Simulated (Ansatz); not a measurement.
Consider the substitution at a C–C bond: `CCCCCC` + `S[Si]Cl` → `CS[Si]Cl` + `CCCCC`.

Program: Ansatz. Geometries: PBE0-D4/def2-TZVP. ΔE: electronic, gas phase. CCSD(T)/CBS is the MP2 limit (def2-TZVPP, def2-QZVPP) plus CCSD(T) − MP2 in def2-TZVPP, frozen cores. This one scheme is used for every species. Functionals use def2-TZVPP. One conformer a species, not always the lowest.

```
         level  ΔE (kcal/mol)  difference from CCSD(T)/CBS
        PBE-D4            0.9                         -1.9
       PBE0-D4            2.0                         -0.8
       ωB97X-V            3.0                          0.2
       ωB97M-V            3.1                          0.3
          PBE0            1.5                         -1.3
 HF/def2-TZVPP            2.9                          0.1
MP2/def2-TZVPP            3.1                          0.3
 HF/def2-QZVPP            2.9                          0.1
  HF/CBS(def2)            2.9                          0.1
 MP2/CBS(def2)            2.5                         -0.3
   CCSD(T)/CBS            2.8                            0
```

Largest T1 diagnostic among the species: 0.014.

From PBE to PBE0 (25 % exact exchange), in def2-TZVPP and without D4, ΔE moves by +1.1 kcal/mol.
